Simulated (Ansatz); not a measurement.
Reaction (ligand exchange at a Zn–O bond): `OB(O)[O][Zn][F]` + CH₃OH → `C[O][Zn][F]` + `OB(O)O`

Isolated molecules relaxed with PBE0-D4/def2-TZVP in Ansatz; ΔE leaves out vibrations. CCSD(T)/CBS is the MP2 limit (def2-TZVPP, def2-QZVPP) plus CCSD(T) − MP2 in def2-TZVPP, frozen cores. This one scheme is used for every species. Functionals use def2-TZVPP. B3LYP here is the variant with VWN-RPA as its local correlation; programs differ in this. For Zn outer-core shells are correlated without core-valence functions, which leaves a few kJ/mol of doubt a bond. Scalar relativity is left out up to krypton. Each species was taken in one conformer, which may not be the lowest.

Task: Is it downhill or uphill in electronic energy at CCSD(T)/CBS, and by how much? (Estimate.)

Result: Computed: Uphill: ΔE = +9.5 kJ/mol.

Task: What do these levels give: PBE-D4, r2SCAN-D4, ωB97M-V, B2PLYP, r2SCAN, PBE0, B3LYP, SCS-MP2/def2-TZVPP, HF/def2-QZVPP, MP2/def2-QZVPP, SCS-MP2/def2-QZVPP, CCSD/CBS(def2)? (Estimate.)

Result: Ansatz gave: PBE-D4 2.1, r2SCAN-D4 5.3, ωB97M-V 7.8, B2PLYP 4.5, r2SCAN 5.0, PBE0 4.9, B3LYP 1.7, SCS-MP2/def2-TZVPP 9.1, HF/def2-QZVPP 10.4, MP2/def2-QZVPP 7.6, SCS-MP2/def2-QZVPP 8.3, CCSD/CBS(def2) 9.3 kJ/mol.

Largest T1 diagnostic among the species: 0.017.

From PBE to PBE0 (25 % exact exchange), in def2-TZVPP and without D4, ΔE moves by +3.9 kJ/mol.
